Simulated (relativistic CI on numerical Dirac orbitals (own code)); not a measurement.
# Pt⁴²⁺: sensitivity of the levels to the model

Base calculation: Dirac-Coulomb-Breit CI, separate exchange-only KLI orbitals for each configuration, model QED (radiative potential, 1s self-energy scaled to tabulated hydrogen-like ionisation energies), unscaled Slater integrals.

CI space (outside the closed core [Ar] 3d10): 4s²4p⁶, 4s²4p⁵4d, 4s4p⁶4d, 4s²4p⁵4f, 4s4p⁶4f, 4p⁶4d4f, 4s²4p⁵5s, 4p⁶4d², 4p⁵4d³, 4p⁵4d²4f, 4p⁵4d²5s, 4p⁶4f², 4p⁵4d4f², 4p⁵4f³, 4p⁵4f²5s. Double excitations out of closed p, d and f shells are left out; levels of such configurations are missing from the list, as are those of other unlisted configurations, and high levels can miss mixing partners.

Variants: (1) one mean potential for all configurations. Shifts of the energy above 4s²4p⁶ ¹S0, in eV, for the lowest level and the first level of each name with at least 55 % of one term (blank where a level changes its place among those of its configuration and J or its character, or is not in the variant):

| Level | Base | Δ(1) |
| --- | --- | --- |
| 4s²4p⁶ ¹S0 | 0.000 | 0.000 |
| 4s²4p⁵4d ³P°0 | 162.663 | -0.008 |
| 4s²4p⁵4d ³P°1 | 167.970 | -0.008 |
| 4s²4p⁵4d ³F°3 | 170.946 | -0.008 |
| 4s²4p⁵4d ³F°4 | 192.619 | -0.008 |
| 4s²4p⁵4d ³D°3 | 201.429 | -0.008 |
| 4s²4p⁵4d ³F°2 | 291.073 | -0.009 |
| 4s²4p⁵4f ³D1 | 388.655 | -0.088 |
| 4s²4p⁵4f ³D2 | 395.516 | -0.094 |
| 4s²4p⁵4f ³G4 | 403.230 | -0.133 |
| 4s²4p⁵4f ³G5 | 407.378 | -0.136 |
| 4s²4p⁵4f ¹F3 | 408.936 | -0.125 |
| 4s²4p⁵4f ³F4 | 414.891 | -0.133 |
| 4s4p⁶4d ³D1 | 425.829 | -0.018 |
| 4s4p⁶4d ³D3 | 444.637 | +0.007 |
| 4s4p⁶4d ¹D2 | 452.361 | +0.022 |
| 4s²4p⁵4f ³G3 | 525.107 | -0.144 |
| 4s4p⁶4f ³F°2 | 650.733 | -0.097 |
| 4s4p⁶4f ³F°3 | 652.154 | -0.098 |
| 4s4p⁶4f ³F°4 | 657.281 | -0.101 |
| 4s4p⁶4f ¹F°3 | 661.783 | -0.101 |
| 4s²4p⁵5s ³P°2 | 786.129 | -0.379 |

At this charge energies of transitions that change n are usually good to better than 1 %, and those within a shell (Δn = 0) to a few per cent.

Ionisation energy from the two ground configurations alone: base 2171.1 eV. The NIST ASD value (theoretical) is 2171 eV.

LS names give the leading component of a level, which can be under half, so a name can repeat, a term be missing and a line seem to break the LS rules.
